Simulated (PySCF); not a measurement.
**Ir⁶³⁺ (iridium, charge +63) across methods**

[Ne] 3s2 3p2, high-spin 3P determinant. Calculation: PySCF 2.14, in an uncontracted even-tempered set (17 s from 18 bohr⁻², ratio 2.5; 12 p from 23 bohr⁻², ratio 2.5; 4 d from 89 bohr⁻², ratio 2.7; 4 f from 130 bohr⁻², ratio 2.7); scalar relativity by spin-free X2C-1e.

| method | E (hartree) | mean ε 3s α (eV) | mean ε 3s β (eV) | mean ε 3p α (eV) | Σ⟨r²⟩ (bohr²) | ⟨S²⟩ |
| --- | --- | --- | --- | --- | --- | --- |
| PBE0 | -13173.22 | -7436.6 | -7401.1 | -6945.4 | 0.1836 | 2.000 |
| r2SCAN | -13173.37 | -7424.3 | -7388.7 | -6934.3 | 0.1837 | 2.000 |
| LDA | -13162.08 | -7411.3 | -7386.0 | -6926.3 | 0.1837 | 2.000 |
| BLYP | -13174.63 | -7416.5 | -7389.2 | -6930.0 | 0.1835 | 2.000 |
| PBE | -13173.51 | -7416.1 | -7388.6 | -6929.4 | 0.1836 | 2.000 |
| r2SCAN0 | -13173.13 | -7442.7 | -7401.2 | -6949.1 | 0.1837 | 2.000 |

(1) Estimate the same row for UHF.

Spin-orbit coupling is strong in this species (close to jj coupling), so the high-spin LS determinant is a model state, not a physical level.

Results:

(1) E (hartree) = -13171.77937; mean ε 3s α (eV) = -7496.7; mean ε 3s β (eV) = -7436.6; mean ε 3p α (eV) = -6992.3; Σ⟨r²⟩ (bohr²) = 0.1837; ⟨S²⟩ = 2.000.
